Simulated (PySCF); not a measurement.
A structure optimised at B3LYP-D3(BJ)/def2-SVP, used in a PySCF frequency run:

```xyz
9

Te     0.0000     0.0000     0.7175
Si    -1.8136     0.0000    -1.0390
H     -3.1113     0.0000    -0.3093
H     -1.7125    -1.2127    -1.8993
H     -1.7125     1.2127    -1.8993
Si     1.8136     0.0000    -1.0390
H      1.7125     1.2127    -1.8993
H      1.7125    -1.2127    -1.8993
H      3.1113     0.0000    -0.3093
```
Charge 0, spin multiplicity 1.

### Question
Write its SMILES, formula and point group.

### Answer
[SiH3][Te][SiH3], H6Si2Te, C2v

### Question
What are its rotational constants (standard atomic weights)?

### Answer
3.5165, 2.2763, 1.4281 GHz
